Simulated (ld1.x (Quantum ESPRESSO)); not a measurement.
**Ga: excitation energies, all-electron against ultrasoft**

```
Element                 : gallium
Generator               : ld1.x (Quantum ESPRESSO) 7.5
Type                    : ultrasoft
Functional              : PBE
Relativity              : fully relativistic
Frozen core             : [Ar]
Valence charge          : 13
Reference configuration : 3d10 4s2 4p1
Partial waves           : 4s (bound): rcut 2.15, rcutus 2.30 bohr; 4s channel at -0.3 Ry: rcut 2.15, rcutus 2.30 bohr; 4p (bound): rcut 1.70, rcutus 2.25 bohr; 4p channel at 4.6 Ry: rcut 1.70, rcutus 2.25 bohr; 3d (bound): rcut 0.95, rcutus 1.20 bohr; 3d channel at 0.75 Ry: rcut 0.95, rcutus 1.20 bohr; 4f channel at 0.35 Ry: rcut 1.60, rcutus 2.05 bohr; 4f channel at 1.8 Ry: rcut 1.60, rcutus 2.05 bohr
Local potential         : all-electron potential smoothed inside 1.50 bohr (lloc = -1)
Core correction         : none
Augmentation charge     : PSQ, radius 0.85 bohr
```

Open shells are filled in proportion to 2j + 1 (rel_dist='average').

Energies are relative to the spin-unpolarised reference configuration 3d10 4s2 4p1; without spin polarisation the order of configurations can differ from experiment.

| valence configuration | charge | ΔE all-electron (eV) | error AE − PS (meV) |
| --- | --- | --- | --- |
| 3d10 4s2 4p0 | +1 | 5.690 | -0.5 |
| 3d10 4s1 4p0 | +2 | 26.818 | +28 |
| 3d10 4s0 4p0 | +3 | 58.090 | +161 |
| 3d10 4s0 4p3 | 0 | 13.367 | -3.7 |
| 3d9 4s0 4p0 | +4 | 121.965 | +5.2 |
| 3d10 4s1 4p1 | +1 | 13.060 | +4.8 |

Question: What are ΔE and the potential's error for 3d10 4s1 4p2?

Answer: ΔE = 6.536 eV all-electron; the error (AE − PS) is -0.5 meV.
